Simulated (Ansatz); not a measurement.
AlSiH6ClO2F, doublet: at a first-order saddle point.

Input (in.yaml):

```yaml
crystal:
  periodic: [false, false, false]
  atoms:
    - {symbol: Al, position_ang: [-1.172536, 0.127864, 1.092337]}
    - {symbol: O, position_ang: [-0.009780, -0.520160, -0.198526]}
    - {symbol: Si, position_ang: [-0.244011, -0.721962, -1.851630]}
    - {symbol: Cl, position_ang: [-2.309024, 1.627696, 0.088139]}
    - {symbol: H, position_ang: [1.211083, 0.497703, 1.620304]}
    - {symbol: O, position_ang: [0.218902, 0.865053, 2.052631]}
    - {symbol: H, position_ang: [1.027105, -0.384010, 0.190066]}
    - {symbol: F, position_ang: [1.998387, -0.039498, 0.885774]}
    - {symbol: H, position_ang: [-1.640879, -1.169847, -2.034609]}
    - {symbol: H, position_ang: [0.714154, -1.758494, -2.297540]}
    - {symbol: H, position_ang: [0.007762, 0.553555, -2.556462]}
    - {symbol: H, position_ang: [0.198638, 0.922198, 3.009414]}
basis:
  gaussian: {orbitals: def2-SVP}
magnetization: {spin_polarized: true, initial_magnetization: 1}
correlation: {method: ccsd_t}
scf: {omitted_lower_state_checks: [cluster_reference]}
```

Run by:

```bash
ansatz run in.yaml --threads 4 --pin off --events-out ev --progress --plain --max-ram 66560MiB --backend cuda --devices 0, --max-vram 37GiB
```

Output of Ansatz 0.2.0:

```
Functional definition: HF
  name "HF"
  cite "Fock, Z. Phys. 61, 126 (1930) doi:10.1007/BF01340294"
  parent pbe
  exchange = exact_x
  correlation = 0
these checks for a lower state are left out or cut short: cluster_reference
1175 factors; integrals over basis functions are off by at most 1.2e-3 eV
mean field evaluation 1: about -33810.0653 eV, gradient 3.0e1 eV
mean field evaluation 2: about -33810.1114 eV, gradient 3.0e1 eV
mean field evaluation 4: about -33814.4610 eV, gradient 2.7e0 eV
mean field evaluation 8: about -33814.5657 eV, gradient 1.6e-1 eV
mean field -33814.56608700 eV, -1242.6623833610 hartree, gradient 2.5e-6 eV, S^2 0.751389; 0 other end points of the search recorded, 0 dependent functions left out
18 core orbitals not correlated: weight in the atoms' cores, before any rotation towards them, 1.000 or more for the frozen orbitals, at most 0.000 for the correlated occupied ones
reference -33814.56608700 eV, -1242.6623833610 hartree; 20, 19 occupied and 88, 89 virtual orbitals, 1175 factors
second order -23.96466670 eV of doubles, -0.00000000 eV of singles
cycle   1  -24.56785851 eV  change   -6.0e-1 eV  update   1.0e-1
cycle   2  -25.11788326 eV  change   -5.5e-1 eV  update   3.0e-2
cycle   3  -25.24745728 eV  change   -1.3e-1 eV  update   1.5e-2
cycle   4  -25.24270644 eV  change    4.8e-3 eV  update   3.9e-3
cycle   5  -25.24026969 eV  change    2.4e-3 eV  update   1.8e-3
cycle   6  -25.24024109 eV  change    2.9e-5 eV  update   6.8e-4
cycle   7  -25.24017071 eV  change    7.0e-5 eV  update   2.6e-4
cycle   8  -25.24018978 eV  change   -1.9e-5 eV  update   9.3e-5
cycle   9  -25.24022531 eV  change   -3.6e-5 eV  update   3.7e-5
perturbative correction -0.49981745 eV, -0.0183679526 hartree
Total energy: -33840.30612976 eV, -1243.6083124852 hartree
Checks for a lower state left out: cluster_reference
```

Hardware: 4 CPU threads of an AMD EPYC 7R13 and a share of one NVIDIA H100, shared host. Wall time 6 s; peak host memory 0.79 GiB.
